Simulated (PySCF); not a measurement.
HSe, SMILES [SeH] (connectivity only; charge and spin as stated), charge -1, multiplicity 1.

Geometry: PBE0-D3(BJ)/def2-TZVPD. The spin state was assumed, not searched.

Method: r2SCAN/def2-TZVPD (PySCF).

Isolated molecule, no solvent. A positive occupied level means that this level leaves the electron formally unbound; only the finite basis holds it.

The total energy is -2402.18596 hartree, the point group is C∞v and the highest occupied level is 0.58 eV. The lowest empty level is 4.45 eV and the orbital gap is 3.87 eV. The dipole moment about the centre of nuclear charge is 0.13 D, the mean static polarisability is 69.5 bohr³ (10.29 Å³) and the polarisability, principal values is 56.3, 76.1, 76.1 bohr³.
